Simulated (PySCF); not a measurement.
CH9NOSi2.
Atom-mapped SMILES: `[CH3:1][Si@H:2]([OH:3])[SiH2:4][NH2:5]` (hydrogens: H6, H7, H8 on C1; H9 on Si2; H10 on O3; H11, H12 on Si4; H13, H14 on N5)

Cartesian coordinates in Å at the PBE0-D3(BJ)/def2-SVP level; atoms count from 1:
```xyz
14
CH9NOSi2 angstrom
C      1.976   -0.249    0.399
Si     0.614    0.273   -0.783
O      0.112    1.854   -0.480
Si    -1.372   -0.887   -0.355
N     -1.939   -0.044    1.057
H      2.283   -1.288    0.192
H      2.869    0.391    0.312
H      1.612   -0.202    1.437
H      1.128    0.150   -2.189
H      0.782    2.541   -0.552
H     -1.137   -2.327   -0.015
H     -2.288   -0.893   -1.551
H     -2.816   -0.301    1.497
H     -1.834    0.966    1.025
```

The closed-shell ground state was solved at several levels (PySCF, density fitting, gas phase, non-relativistic).

```
           level  basis functions  HOMO (eV)  LUMO (eV)  gap (eV)  dipole (D)
     PBE0/6-31G*               96      -6.85       0.27      7.12        1.46
    PBE0/cc-pVDZ              123      -6.89       0.31      7.20        1.48
   PBE0/def2-SVP              123      -6.94       0.32      7.26        1.47
PBE0/aug-cc-pVDZ              204      -7.16      -0.56      6.60        1.21
   PBE0/pcSseg-0               71      -6.71       0.25      6.96        1.36
```

Task: Estimate the row for PBE0/def2-TZVP, a basis of 221 functions; the other rows only guide the guess.

Result: HOMO -7.16 eV, LUMO -0.19 eV, gap 6.97 eV, dipole 1.34 D.

Task: Over all these levels, which gives the widest orbital gap and which the narrowest?

Result: PBE0/def2-SVP has the widest, 7.26 eV, and PBE0/aug-cc-pVDZ the narrowest, 6.60 eV. From the narrowest to the widest the HOMO moves by +0.22 eV and the LUMO by +0.88 eV.

Task: How much does the basis alone move the frontier levels among the 6 PBE0 rows (the withheld one included)?

Result: The HOMO by 0.45 eV and the LUMO by 0.88 eV. By rising basis size (HOMO, LUMO in eV): pcSseg-0 -6.71, 0.25; 6-31G* -6.85, 0.27; cc-pVDZ -6.89, 0.31; def2-SVP -6.94, 0.32; aug-cc-pVDZ -7.16, -0.56; def2-TZVP -7.16, -0.19.

Task: How far do the dipole and the HOMO energy spread over the levels?

Result: The dipole runs from 1.21 to 1.48 D (mean 1.38 D) and the HOMO from -7.16 to -6.71 eV.

One conformer stands for the species.
